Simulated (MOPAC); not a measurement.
A run for MOPAC: AM1 on H4 rectangle, a point of a bond scan (R = 4.000 Å).

```
AM1 1SCF PRECISE CHARGE=0 THREADS=1
H4

H      0.00000000 1     0.00000000 1     0.00000000 1
H      0.00000000 1     0.00000000 1     1.00000000 1
H      4.00000000 1     0.00000000 1     0.00000000 1
H      4.00000000 1     0.00000000 1     1.00000000 1
```

It printed:

```
*******************************************************************************
 **                                                                           **
 **                              MOPAC v23.2.5                                **
 **                                                                           **
 *******************************************************************************
 ** MOPAC's Digital Object Identifier: https://doi.org/10.5281/zenodo.6511958 **
 **                                                                           **
 ** Please cite the open-source release paper for use of this MOPAC version:  **
 ** J. E. Moussa and J. J. P. Stewart (2026)                                  **
 ** MOPAC: An open-source semiempirical molecular orbital program             **
 ** J. Open Source Softw., 11(119), 8025, https://doi.org/10.21105/joss.08025 **
 *******************************************************************************

                              AM1 CALCULATION RESULTS

 *******************************************************************************
 *  AM1        - The AM1 Hamiltonian to be used
 *
 *
 *
 *                 CHARGE ON SYSTEM = 0
 *
 *
 *
 *  PRECISE    - TIGHTER CRITERIA TO BE USED
 *  1SCF       - DO 1 SCF AND THEN STOP
 *  THREADS=1  - MULTI-THREADING NOT USED
 *  T=         - A TIME OF 172800.0 SECONDS REQUESTED
 *  DUMP=N     - RESTART FILE WRITTEN EVERY 7200.0 SECONDS REQUESTED
 *******************************************************************************
AM1 1SCF PRECISE CHARGE=0 THREADS=1
 H4

   ATOM   CHEMICAL          X               Y               Z
  NUMBER   SYMBOL      (ANGSTROMS)     (ANGSTROMS)     (ANGSTROMS)

     1       H          0.00000000  *   0.00000000  *   0.00000000  *
     2       H          0.00000000  *   0.00000000  *   1.00000000  *
     3       H          4.00000000  *   0.00000000  *   0.00000000  *
     4       H          4.00000000  *   0.00000000  *   1.00000000  *



          CARTESIAN COORDINATES

    NO.       ATOM           X           Y           Z

     1         H          0.0000      0.0000      0.0000
     2         H          0.0000      0.0000      1.0000
     3         H          4.0000      0.0000      0.0000
     4         H          4.0000      0.0000      1.0000

  H: (AM1): M.J.S. DEWAR ET AL, J. AM. CHEM. SOC. 107 3902-3909 (1985)

           Empirical Formula: H4  =     4 atoms



      MOLECULAR POINT GROUP   :   D2h


      RHF CALCULATION, NO. OF DOUBLY OCCUPIED LEVELS = 2


 -------------------------------------------------------------------------------
 AM1 1SCF PRECISE CHARGE=0 THREADS=1
 H4



     1SCF WAS SPECIFIED, SO BFGS WAS NOT USED
     SCF FIELD WAS ACHIEVED


                              AM1 CALCULATION
                                                       MOPAC v23.2.5 Linux




          FINAL HEAT OF FORMATION =         45.21149 KCAL/MOL =     189.16486 KJ/MOL


          COSMO AREA              =         62.07 SQUARE ANGSTROMS
          COSMO VOLUME            =         32.90 CUBIC ANGSTROMS

          IONIZATION POTENTIAL    =         12.934879 EV
          HOMO LUMO ENERGIES (EV) =        -12.935  3.036
          NO. OF FILLED LEVELS    =          2
          MOLECULAR WEIGHT        =          4.0316         POINT GROUP:  D2h

          MOLECULAR DIMENSIONS (Angstroms)

            Atom       Atom       Distance
            H     3    H     2     4.12311
            H     4    H     1     1.94029
            H     1    H     2     0.00000


          SCF CALCULATIONS        =          1





   ATOM   CHEMICAL          X               Y               Z
  NUMBER   SYMBOL      (ANGSTROMS)     (ANGSTROMS)     (ANGSTROMS)

     1       H          0.00000000  *   0.00000000  *   0.00000000  *
     2       H          0.00000000  *   0.00000000  *   1.00000000  *
     3       H          4.00000000  *   0.00000000  *   0.00000000  *
     4       H          4.00000000  *   0.00000000  *   1.00000000  *

                             CARTESIAN COORDINATES

   1    H        0.000000000     0.000000000     0.000000000
   2    H        0.000000000     0.000000000     1.000000000
   3    H        4.000000000     0.000000000     0.000000000
   4    H        4.000000000     0.000000000     1.000000000


           Empirical Formula: H4  =     4 atoms



      MOLECULAR POINT GROUP   :   D2h


                  EIGENVALUES
 -13.03791 -12.93488   3.03578   3.04730


              NET ATOMIC CHARGES AND DIPOLE CONTRIBUTIONS

  ATOM NO.   TYPE          CHARGE      No. of ELECS.   s-Pop
    1          H          -0.000000        1.0000     1.00000
    2          H           0.000000        1.0000     1.00000
    3          H          -0.000000        1.0000     1.00000
    4          H           0.000000        1.0000     1.00000
 DIPOLE           X         Y         Z       TOTAL
 POINT-CHG.    -0.000     0.000     0.000     0.000
 HYBRID         0.000     0.000     0.000     0.000
 SUM           -0.000     0.000     0.000     0.000


          ATOMIC ORBITAL ELECTRON POPULATIONS

     Atom    s
    1  H   1.00000
    2  H   1.00000
    3  H   1.00000
    4  H   1.00000

 **********************
 *                    *
 * JOB ENDED NORMALLY *
 *                    *
 **********************




 == MOPAC DONE ==
```

The run finished.

Cost: about 0.020 core-seconds (a rough figure).
